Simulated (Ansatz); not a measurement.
`C[S][Zn][CH](C)C` → 4 C• + 10 H• + S• + Zn (atom)  (atomization)

Calculated with Ansatz (gas phase, PBE0-D4/def2-TZVP geometries, no zero-point term in ΔE). CCSD(T)/CBS adds triple-zeta CCSD(T) − MP2 to the extrapolated MP2 energy (def2 sets, frozen cores). This one scheme is used for every species, atoms too. Open shells (•) are unrestricted, without spin–orbit coupling. Spin–orbit coupling would lower the free atoms: a little for C, S. For Zn outer-core shells are correlated without core-valence functions, so the limit isn't a true one: a few kJ/mol of doubt a bond, and 10 to 20 or more in all where bonds break to atoms. Scalar relativity is left out up to krypton. One conformer a species, not always the lowest.

```csv
species,MP2/def2-SVP energy (Eh)
`C[S][Zn][CH](C)C`,-2333.17337
C•,-37.69532
H•,-0.49928
S•,-397.44843
Zn (atom),-1777.84874
```

Problem. Work out ΔE.

Solution. ΔE = 10 × (-0.49928) + 4 × (-37.69532) + (-397.44843) + (-1777.84874) − (-2333.17337) = 2.10212 Eh = +1319.1 kcal/mol. CCSD(T)/CBS gives +1371.3 kcal/mol.

Largest T1 diagnostic among the species: 0.017.

The D4 term adds +12.3 kcal/mol with B3LYP and +6.5 kcal/mol with PBE0; it sums over pairs of atoms, weighted by their polarisabilities, and B3LYP, whose exchange is more repulsive, gets the larger term. In def2-TZVPP, CCSD(T) changes the Hartree–Fock value by +315.6 kcal/mol (the triples alone add +17.9 kcal/mol) and MP2 by +331.5 kcal/mol; breaking electron pairs costs correlation energy, which Hartree–Fock lacks. Leaving LDA and LC-ωPBE aside and taking each functional with its dispersion term where it has one, the values, not all of them listed here, spread over 56.0 kcal/mol, from BHLYP-D4 to PBE-D4. LDA lies +170.9 kcal/mol from PBE without D4, its usual overbinding.

B3LYP here is the variant with VWN-RPA as its local correlation; programs differ in this.

For atomizations the MP2-based limit and the directly extrapolated one differ by several kJ/mol either way, and by 10 to 25 for some Ge, Se and Sn compounds, so smaller differences from it don't rank the levels.
